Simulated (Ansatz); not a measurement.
`[OH][Ti]([F])([F])[Cl]` and `[F][Ti]([F])([Cl])[SeH]` differ in one element.

Ansatz, PBE0-D4/def2-TZVP geometries, multiplicity 1. Each molecule was computed in one conformer, which needn't be the lowest.

Scalar relativity is left out up to krypton. Spin–orbit coupling is left out; it splits and shifts lone-pair levels of the heavy atoms by tenths of an eV.

| property | `[OH][Ti]([F])([F])[Cl]` |
| --- | --- |
| zero-point energy (PBE0-D4/def2-TZVP) / kJ/mol | 49.1 |
| ideal-gas entropy at 298 K and 1 bar (rigid rotor, harmonic PBE0-D4/def2-TZVP) / J/(mol·K) | 355 |
| LUMO energy (B3LYP/def2-TZVPP) / eV | -3.16 |
| LUMO energy (PBE0/def2-TZVPP) / eV | -2.86 |
| HOMO energy (B3LYP/def2-TZVPP) / eV | -9.35 |
| HOMO energy (PBE0/def2-TZVPP) / eV | -9.62 |

Question: What does the change do to each property? (Estimate.)

Answer: Ansatz gave: 
| property | `[F][Ti]([F])([Cl])[SeH]` | shift |
| --- | --- | --- |
| zero-point energy (PBE0-D4/def2-TZVP) / kJ/mol | 36.9 | -12.2 |
| ideal-gas entropy at 298 K and 1 bar (rigid rotor, harmonic PBE0-D4/def2-TZVP) / J/(mol·K) | 380 | 25 |
| LUMO energy (B3LYP/def2-TZVPP) / eV | -3.53 | -0.37 |
| LUMO energy (PBE0/def2-TZVPP) / eV | -3.30 | -0.44 |
| HOMO energy (B3LYP/def2-TZVPP) / eV | -7.69 | 1.66 |
| HOMO energy (PBE0/def2-TZVPP) / eV | -7.92 | 1.70 |

With PBE0 the HOMO rises by 1.70 eV and the LUMO falls by 0.44 eV, so the gap narrows by about 2.14 eV. PBE moves the HOMO by 1.36 eV and ωB97M-V by 1.89 eV.

B3LYP here is the variant with VWN-RPA as its local correlation; programs differ in this.
